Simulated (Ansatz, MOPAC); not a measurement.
Molecule: trihydroxy(silyl)silane, H$_{6}$Si$_{2}$O$_{3}$, net charge 0, singlet state. SMILES: [SiH3][Si](O)(O)O
Geometry: optimised at B3LYP-D3(BJ)/def2-TZVP (Ansatz, a quantum-chemistry and plane-wave program).

Wanted: vertical ionisation energy to the doublet, in eV. Conventions: 6-31G* and kin with 6d, 5d where marked; no dispersion term unless named; UHF or UKS for open shells; no spin-orbit coupling; each state is the SCF solution reached for its charge and spin; non-relativistic; frozen cores in correlated levels. CBS(X,Y): correlation extrapolated as X^-3; Hartree-Fock from the larger set. The bracket is a focal-point correction in the basis named. Ab initio and DFT rows: single points at B3LYP-D3(BJ) geometries (Ansatz). Semi-empirical rows: differences of heats of formation at the shared geometry for vertical values.

```tsv
species	coefficient	E at PBE/6-31G* (Ansatz), Eh	E at B3LYP/def2-TZVPD (Ansatz), Eh	heat of formation at PM3 (MOPAC), kcal/mol
charge 1, doublet	+1	-807.45013	-808.22129	-24.54
charge 0, singlet	-1	-807.79795	-808.59108	-219.25
```

Coupled cluster (Ansatz) is a level with limits of its own, used here on species with T1 under 0.025 (0.045 for open shells) and stable references: RI-MP2/CBS(aug-cc-pV(T+d)Z,aug-cc-pV(Q+d)Z)+[CCSD(T)-MP2]/aug-cc-pV(T+d)Z. Value to compare with, RI-MP2/CBS(aug-cc-pV(T+d)Z,aug-cc-pV(Q+d)Z)+[CCSD(T)-MP2]/aug-cc-pV(T+d)Z (Ansatz): 10.46 eV. 1 Eh = 27.2114 eV and 1 eV = 23.0605 kcal/mol.

Question: Compute it at each level from the table, and compare with RI-MP2/CBS(aug-cc-pV(T+d)Z,aug-cc-pV(Q+d)Z)+[CCSD(T)-MP2]/aug-cc-pV(T+d)Z (Ansatz).

Answer: 
- PBE/6-31G*: the sum of coefficient times E is 0.34782 Eh, or 9.465 eV. Result: 9.46 eV. Its difference against RI-MP2/CBS(aug-cc-pV(T+d)Z,aug-cc-pV(Q+d)Z)+[CCSD(T)-MP2]/aug-cc-pV(T+d)Z (Ansatz) is -1.00 eV.
- B3LYP/def2-TZVPD: the sum of coefficient times E is 0.36979 Eh, or 10.062 eV. Result: 10.06 eV. Its difference against RI-MP2/CBS(aug-cc-pV(T+d)Z,aug-cc-pV(Q+d)Z)+[CCSD(T)-MP2]/aug-cc-pV(T+d)Z (Ansatz) is -0.40 eV.
- PM3: the sum of coefficient times heat of formation is 194.71 kcal/mol, or 8.44 eV. Its difference against RI-MP2/CBS(aug-cc-pV(T+d)Z,aug-cc-pV(Q+d)Z)+[CCSD(T)-MP2]/aug-cc-pV(T+d)Z (Ansatz) is -2.02 eV.
